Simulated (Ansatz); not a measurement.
`B[AsH]N` + `[NH2][GeH3]` → `B[NH][GeH3]` + `N[AsH2]` at 500 K and 1 bar (cleavage of the B–As bond).

Program: Ansatz. Geometries: PBE0-D4/def2-TZVP. ΔE: electronic, gas phase. CCSD(T)/CBS adds triple-zeta CCSD(T) − MP2 to the extrapolated MP2 energy (def2 sets, frozen cores). For As, Ge outer-core shells are correlated without core-valence functions, which leaves a few kJ/mol of doubt a bond. Scalar relativity is left out up to krypton. Each species was taken in one conformer, which may not be the lowest.

```json
{"species": "`B[AsH]N`", "CCSD(T)/CBS energy (Eh)": "-2317.47891", "H − E (kJ/mol)": "179.8", "S (J/(mol·K))": "354.1"}
{"species": "`[NH2][GeH3]`", "CCSD(T)/CBS energy (Eh)": "-2133.81884", "H − E (kJ/mol)": "158.0", "S (J/(mol·K))": "315.9"}
{"species": "`B[NH][GeH3]`", "CCSD(T)/CBS energy (Eh)": "-2159.24687", "H − E (kJ/mol)": "198.7", "S (J/(mol·K))": "357.6"}
{"species": "`N[AsH2]`", "CCSD(T)/CBS energy (Eh)": "-2292.09958", "H − E (kJ/mol)": "135.7", "S (J/(mol·K))": "301.1"}
```

H − E and S are ideal-gas, rigid-rotor, harmonic terms from PBE0-D4/def2-TZVP, for one conformer and one mirror image of each species. 1 Eh = 2625.50 kJ/mol, R = 8.31446 J/(mol·K).

By hand: ΔE, ΔH, ΔS and ΔG.

ΔE = (-2159.24687) + (-2292.09958) − (-2317.47891) − (-2133.81884) = -0.04870 Eh = -127.9 kJ/mol. Δ(H − E) = 198.7 + 135.7 − 179.8 − 158.0 = -3.4, so ΔH = -131.3 kJ/mol. ΔS = 357.6 + 301.1 − 354.1 − 315.9 = -11.3 J/(mol·K). ΔG = -131.3 − 500 × (-11.3)/1000 = -125.7 kJ/mol.

By hand: the equilibrium constant, and the temperature at which ΔG would vanish if ΔH and ΔS stayed fixed.

log₁₀ K = −ΔG/(RT ln 10) = 13.1. ΔG = 0 at ΔH/ΔS = 11619 K, far beyond where these terms or the molecules hold.

The number of gas molecules stays the same, so ΔS is small and ΔH decides. A doubt of 5 kJ/mol in ΔE shifts log₁₀ K by 0.5 here. Other conformers and mirror images would add mixing entropy, several J/(mol·K) or more a flexible species. These are equilibria of isolated gas molecules and say nothing of rates. Largest T1 diagnostic: 0.014 (customary marks: 0.02 for closed shells, 0.045 for open ones).
